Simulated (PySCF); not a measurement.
The same groups moved round the core (propene boryl). Isolated molecules, 0 K electronic values unless said otherwise. One relaxed conformer stands for each flexible species; it need not be the lowest. Strings in code marks are SMILES.

Quantity: electronic energy of isomers of C3H7B relative to `B/C=C/C`, in kJ/mol.

Level 1: B3LYP-D3(BJ)/def2-TZVP // PBE0-D4/def2-TZVP (PySCF)
Level 2: PBE-D3(BJ)/def2-TZVP // PBE0-D4/def2-TZVP (PySCF)
Level 3: B3LYP/3-21G // PBE0-D4/def2-TZVP (PySCF)
Level 4: M06-2X/6-31G* // PBE0-D4/def2-TZVP (PySCF)

```tsv
species	level 2	level 3	level 4
`BC(=C)C`	15.33	16.19	11.45
`B/C=C\C`	8.33	9.06	8.63
`BCC=C`	35.86	45.2	35.98
```

### Question
What does level 1 give for each, and how far do the other levels lie from it on average?

### Answer

- `BC(=C)C`: 14.36
- `B/C=C\C`: 8.60
- `BCC=C`: 36.08
Mean absolute difference from level 1, which has limits of its own, over these rows (drawn at random from the members that have all these levels): level 2 0.48 kJ/mol, level 3 3.82 kJ/mol, level 4 1.02 kJ/mol.
